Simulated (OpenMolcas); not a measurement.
**Fe3+: effect of the metal basis**

Fe3+ with its 6 nearest fluoride ions at 2.033 Å, on the Y site of Cs2NaYF6 (a = 9.075 Å, distance in the model lattice 2.178 Å). The rest of the host is ab initio model potentials to 7.6 Å and point charges beyond; the distance is set by hand and nothing relaxes.

| Quantity | Value |
| --- | --- |
| Program | OpenMolcas |
| Method | CASSCF |
| Spin-orbit coupling | state interaction with AMFI integrals over the reference wave functions |

Fixed: ligand basis ANO-RCC-VDZP, active space 5 electrons in 5 orbitals (3d), DKH2 Hamiltonian.

States (labels of O, the rotations of Oh). Energies in cm-1 above the lowest state or level, χT in cm3 K/mol; 10Dq and B are least-squares fits to the states below 45000 cm-1, weighted by degeneracy, with a free offset, and given where the rms deviation is under 5 % of |10Dq| (or 100 cm-1) and under 700 cm-1.

```csv
Run,Metal basis,Ground state,10Dq,B (rms of fit),First gap with spin-orbit (degeneracies),χT at 300 K,First state of another spin,Cost
A,ANO-RCC-VDZP,6A1,9170,1230 (139),"28155 (6, 2)",4.385,4T1 28246,roughly 40 core-seconds
B,ANO-RCC-VTZP,6A1,8778,1231 (126),"28811 (6, 2)",4.385,4T1 28898,roughly 50 core-seconds
```

Against A, |10Dq| changes by -4.3 % in B.

Costs are those of the RASSCF and RASSI steps.

Without dynamic correlation the repulsion within the d shell is too large (B by tens of per cent), so at a given field states of lower spin stand too high. Ligand-to-metal charge-transfer states are missing. With no ligand orbital active B as a rule stays too high, so bands that hang on it stand too high and its fall with covalency is understated. With metal d orbitals alone and no dynamic correlation 10Dq can be off by a tenth to a fifth, either way, in oxide and fluoride hosts. No measured value stands beside these numbers; the geometry was set by hand and not optimised.
